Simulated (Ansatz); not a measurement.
Consider the stannylene formation by 1,1-elimination: `[CH3][Sn]([CH3])([Cl])[Cl]` → `CCl` + `[CH3][Sn][Cl]`.

Calculated with Ansatz (gas phase, PBE0-D4/def2-TZVP geometries, no zero-point term in ΔE). CCSD(T)/CBS is the MP2 limit (def2-TZVPP, def2-QZVPP) plus CCSD(T) − MP2 in def2-TZVPP, frozen cores. This one scheme is used for every species. Functionals use def2-TZVPP. HSE06 is defined as in plane-wave codes. Elements past krypton have def2 core potentials. For Sn outer-core shells are correlated without core-valence functions, which leaves a few kJ/mol of doubt a bond.

Task: Is it downhill or uphill in electronic energy at CCSD(T)/CBS, and by how much? (Estimate.)

Result: Ansatz gave: Uphill: ΔE = +193.4 kJ/mol.

Task: What do these levels give: HSE06-D4, B2PLYP, r2SCANh, SCS-MP2/def2-TZVPP, MP2/def2-QZVPP, MP2/CBS(def2)? (Best estimate.)

Result: Ansatz gave: HSE06-D4 182.9, B2PLYP 166.7, r2SCANh 186.4, SCS-MP2/def2-TZVPP 182.3, MP2/def2-QZVPP 199.0, MP2/CBS(def2) 200.9 kJ/mol.

Largest T1 diagnostic among the species: 0.013.

From BLYP to BHLYP (50 % exact exchange), in def2-TZVPP and without D4, ΔE moves by +39.1 kJ/mol. In def2-TZVPP, CCSD(T) changes the Hartree–Fock value by +18.9 kJ/mol (the triples alone add +4.4 kJ/mol) and MP2 by +26.4 kJ/mol. The D4 term adds +16.1 kJ/mol with B3LYP and +9.5 kJ/mol with PBE0; it sums over pairs of atoms, weighted by their polarisabilities, and B3LYP, whose exchange is more repulsive, gets the larger term.

B3LYP here is the variant with VWN-RPA as its local correlation; programs differ in this.
